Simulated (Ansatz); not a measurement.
Ansatz results at the PBE0-D4/def2-TZVP geometry: LUMO energy (PBE0/def2-TZVPP) 1.19 eV; LUMO energy (PBE/def2-TZVPP) 0.32 eV; HOMO energy (PBE0/def2-TZVPP) -7.34 eV.

Each molecule was computed in one conformer, which needn't be the lowest.

Which molecule gave them?
A. `N[B]([SiH3])[SbH2]`
B. `NCC(F)F`
C. `C#[C][GeH]([NH2])[SH]`
D. `CC[NH][SnH3]`

B. The others give `N[B]([SiH3])[SbH2]`: -0.93, -1.82, -6.66; `C#[C][GeH]([NH2])[SH]`: -0.38, -1.27, -7.40; `CC[NH][SnH3]`: -0.01, -0.77, -6.51.
